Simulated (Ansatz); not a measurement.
Isolated molecules relaxed with PBE0-D4/def2-TZVP in Ansatz; ΔE leaves out vibrations. CCSD(T)/CBS adds triple-zeta CCSD(T) − MP2 to the extrapolated MP2 energy (def2 sets, frozen cores). DFT in def2-TZVPP. B3LYP here is the variant with VWN-RPA as its local correlation; programs differ in this. One conformer a species, not always the lowest.

Reaction (formal exchange of groups at a B–C bond): `FBC(F)Cl` + `COCF` → `COCBF` + `FC(F)Cl`

Problem. Is it downhill or uphill in electronic energy at CCSD(T)/CBS, and by how much? (Best estimate.)

Solution. The calculation gave: Uphill: ΔE = +6.8 kJ/mol.

Problem. What do these levels give: r2SCAN-D4, PBE0-D4, B3LYP-D4, ωB97X-V, ωB97M-V, PBE0, B3LYP, HF/def2-TZVPP, MP2/def2-TZVPP, SCS-MP2/def2-TZVPP, MP2/CBS(def2), CCSD/CBS(def2)? (Estimate.)

Solution. The calculation gave: r2SCAN-D4 4.1, PBE0-D4 3.5, B3LYP-D4 8.3, ωB97X-V 3.6, ωB97M-V 3.3, PBE0 3.6, B3LYP 8.3, HF/def2-TZVPP 6.4, MP2/def2-TZVPP 5.4, SCS-MP2/def2-TZVPP 7.1, MP2/CBS(def2) 5.9, CCSD/CBS(def2) 6.1 kJ/mol.

Largest T1 diagnostic among the species: 0.013.
